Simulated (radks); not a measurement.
Problem. All-electron atom: P3+ in [Ne] 3s2. All-electron calculation, non-relativistic Kohn-Sham, PBE, spin-polarised, spherical densities, point nucleus. Program: a radial shooting solver on a logarithmic mesh with Libxc functionals. Some entries of the table are withheld. Estimate them.

| orbital | occ. | eigenvalue (hartree) | <1/r> (bohr^-1) | r(max) (bohr) |
|---|---|---|---|---|
| 1s | 2 | (1) | 14.56 | (2) |
| 2s | 2 | (3) | 2.813 | 0.4200 |
| 2p | 6 | -5.99106 | 2.714 | 0.3540 |
| 3s | 2 | -1.67224 | (4) | 1.478 |

Solution. 
(1) 1s eigenvalue (hartree): -77.82108
(2) 1s r(max) (bohr): 0.06803
(3) 2s eigenvalue (hartree): -7.77058
(4) 3s <1/r> (bohr^-1): 0.8211
